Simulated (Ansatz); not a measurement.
Total energies of Ge₉NH₁₆, a doped cluster cut from the lattice of germanium (N on a surface site) from Ansatz at PBE0-D4/def2-TZVP, gas phase (1 Eh = 27.2114 eV = 2625.5 kJ/mol). The reference geometry is relaxed at r2SCAN-D4/def2-SVP.

```csv
atom,x (Å),y (Å),z (Å)
Ge1,1.3821,-0.9236,-2.6434
Ge2,2.4944,0.9988,0.6815
Ge3,-0.6939,2.2490,-1.3499
Ge4,-2.2516,-1.2917,-0.4367
Ge5,-1.0587,1.0844,2.4127
Ge6,0.4050,-2.3327,1.2238
Ge7,1.5020,1.2236,-1.5250
N8,-0.5375,-2.0144,-0.3510
Ge9,0.9980,-0.1844,2.1802
Ge10,-2.0958,1.0380,0.2179
H11,2.4874,-1.0438,-3.7270
H12,0.0156,-1.1356,-3.3338
H13,3.8320,0.2380,0.5776
H14,2.7920,2.3960,1.2651
H15,-1.3667,2.2789,-2.7364
H16,-0.5469,3.7070,-0.8649
H17,-2.7034,-1.4722,-1.8977
H18,-3.2334,-2.0566,0.4866
H19,-0.7794,2.5290,2.8719
H20,-1.9833,0.4179,3.4513
H21,1.6368,-3.1584,0.8085
H22,-0.4386,-3.1635,2.2232
H23,2.4193,2.1649,-2.3437
H24,-0.4308,-2.7917,-1.0050
H25,1.6676,-0.4086,3.5535
H26,-3.5122,1.6517,0.2606
```

| state | geometry | energy (Eh) |
| --- | --- | --- |
| charge 0 doublet | reference | -18755.16549 |
| charge 1 singlet | reference | -18754.89713 |
| charge 1 singlet | relaxed at r2SCAN-D4/def2-SVP | -18755.00157 |
| charge -1 singlet | reference | -18755.21871 |
| charge -1 singlet | relaxed at r2SCAN-D4/def2-SVP | -18755.26278 |
| free Ge atom (triplet) | – | -2076.65516 |
| free N atom (quartet) | – | -54.54382 |
| free H atom (doublet) | – | -0.50104 |

Single mean-field runs in def2-TZVP are fitted with def2-universal-jkfit.

**Question.** Work out the vertical ionisation energy to the singlet.

**Answer.** E(charge 1 singlet) − E(charge 0 doublet) = -18754.89713 − (-18755.16549) = 0.26836 Eh = 7.30 eV. For comparison, −ε of the highest occupied level of the spin that leaves is 5.79 eV at this level, 1.51 eV less.

**Question.** Work out the vertical electron affinity, to the singlet.

**Answer.** E(charge 0 doublet) − E(charge -1 singlet) = -18755.16549 − (-18755.21871) = 0.05322 Eh = 1.45 eV. The basis lacks diffuse functions, which makes affinities too small.

**Question.** Give the fundamental gap IE − EA, the Mulliken electronegativity (IE + EA)/2 and the hardness (IE − EA)/2.

**Answer.** From the values in Eh: IE − EA = 0.26836 − 0.05322 = 0.21514 Eh = 5.85 eV; (IE + EA)/2 = 4.38 eV; (IE − EA)/2 = 2.93 eV.

**Question.** How much does the charge 1 singlet relax, and what is the adiabatic ionisation energy?

**Answer.** Relaxation: -18754.89713 − (-18755.00157) = 0.10444 Eh = 2.84 eV. Adiabatic ionisation energy: 0.16392 Eh = 4.46 eV, without zero-point energy. Bonds change on the way (0 lost, 1 formed), so the relaxed form is another species. 

**Question.** How much does the charge -1 singlet relax, and what is the adiabatic electron affinity?

**Answer.** Relaxation: -18755.21871 − (-18755.26278) = 0.04407 Eh = 1.20 eV. Adiabatic electron affinity: 0.09729 Eh = 2.65 eV, without zero-point energy. 

**Question.** What is the binding energy per atom against free atoms?

**Answer.** Atoms: 9 × (-2076.65516) + 1 × (-54.54382) + 16 × (-0.50104) = -18752.45690 Eh. Binding: -18752.45690 − (-18755.16549) = 2.70859 Eh = 73.70 eV, or 2.83 eV for each of 26 atoms (no zero-point energy, no counterpoise term).
